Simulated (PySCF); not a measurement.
Isomers of C6H8S, one conformer each; single-point electronic energies without zero-point terms and without any empirical dispersion term.

All values: B3LYP/def2-SVPD (PySCF, non-relativistic), each on one gas-phase PBE0-D3(BJ)/def2-SVP geometry that isn't relaxed in the solvent. The solvent is an IEF-PCM continuum (van der Waals radii × 1.2). Only the electrostatic response of the medium enters.

```json
{"isomer": "`Cc1ccsc1C`", "relative energy, gas (kcal/mol)": "0.0", "dipole (D)": "0.98"}
{"isomer": "`C=CSCC#CC`", "relative energy, gas (kcal/mol)": "53.9", "dipole (D)": "1.91"}
```

Question: How do the relative energies look in chloroform (ε = 4.711)?

Answer: 
```tsv
isomer	relative energy, solvent (kcal/mol)	E(solvent) − E(gas) (kcal/mol)	dipole in solvent (D)
`Cc1ccsc1C`	0.0	-1.9	1.29
`C=CSCC#CC`	52.6	-3.3	2.31
```

The order is unchanged. Conformers: `[CH2:1]=[CH:2][S:3][CH2:4][C:5]#[C:6][CH3:7]` with C1–C2–S3–C4 157°, C2–S3–C4–C5 59°. `C=CSCC#CC` gains most from the continuum, and it has the largest gas-phase dipole. The gains span 1.4 kcal/mol, the gas-phase energies 53.9 kcal/mol.
